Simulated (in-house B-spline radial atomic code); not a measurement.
## Binding energies in the antimony ion Sb⁵⁺

NIST's tabulated ground configuration is [Kr] 4d10; each binding energy is the energy of the ion with one electron taken from that subshell, relaxed, less that of the parent. Computed with a radial B-spline atomic code at the basis-set limit: Dirac-Hartree-Fock, average of configuration, Fermi nucleus of rms radius 4.6802 fm. Energies include first-order Breit, QED and recoil terms.

| subshell | X-ray name | binding energy (eV) | -ε (eV) | relaxation (eV) |
| --- | --- | --- | --- | --- |
| 1s | K | 30560.6 | 30726.3 | 63.3 |
| 2s | L1 | 4774.7 | 4818.1 | 32.8 |
| 2p1/2 | L2 | 4451.6 | 4498.1 | 36.2 |
| 2p3/2 | L3 | 4203.1 | 4245.2 | 35.0 |
| 3s | M1 | 1016.7 | 1031.2 | 12.7 |
| 3p1/2 | M2 | 884.5 | 899.3 | 13.2 |
| 3p3/2 | M3 | 837.6 | 851.3 | 12.7 |
| 3d3/2 | M4 | 606.5 | 621.1 | 14.2 |
| 3d5/2 | M5 | 597.1 | 611.2 | 13.9 |
| 4s | N1 | 229.5 | 232.7 | 2.8 |
| 4p1/2 | N2 | 183.3 | 186.1 | 2.6 |
| 4p3/2 | N3 | 174.6 | 177.1 | 2.4 |
| 4d3/2 | N4 | 99.18 | 101.01 | 1.81 |
| 4d5/2 | N5 | 97.92 | 99.64 | 1.74 |

Relaxation = -ε minus the binding energy without Breit, QED and recoil terms.

Emission lines follow as differences of binding energies, with λ = 12398.42 eV·Å / E:

```
 line          holes  energy (eV)  wavelength (Å)
 K-L3     1s → 2p3/2      26357.5         0.47039
 K-L2     1s → 2p1/2      26109.0         0.47487
 K-M3     1s → 3p3/2      29723.0         0.41713
L3-M5  2p3/2 → 3d5/2       3606.0          3.4383
L2-M4  2p1/2 → 3d3/2       3845.1          3.2245
L1-M3     2s → 3p3/2       3937.1          3.1491
L3-M1     2p3/2 → 3s       3186.4           3.891
L2-N4  2p1/2 → 4d3/2       4352.4          2.8486
```

Problem. What screening constant σ does Moseley's law, E = (3/4)·13.6057 eV·(Z - σ)², need for K-L3?

Solution. σ = 0.18.

Moseley's non-relativistic formula needs a falling, then negative, screening constant for heavy elements, because relativity binds the 1s electron more strongly than the formula allows.

Problem. What does it cost to remove both a 2s and a 4d5/2 electron?

Solution. 4897.9 eV, which is 25.25 eV more than the two single binding energies together.

Problem. What does it cost to remove both a 2p1/2 and a 4p3/2 electron?

Solution. 4654.3 eV, which is 28.17 eV more than the two single binding energies together.

Problem. What does it cost to remove both a 1s and a 4p3/2 electron?

Solution. 30764 eV, which is 29.3 eV more than the two single binding energies together.
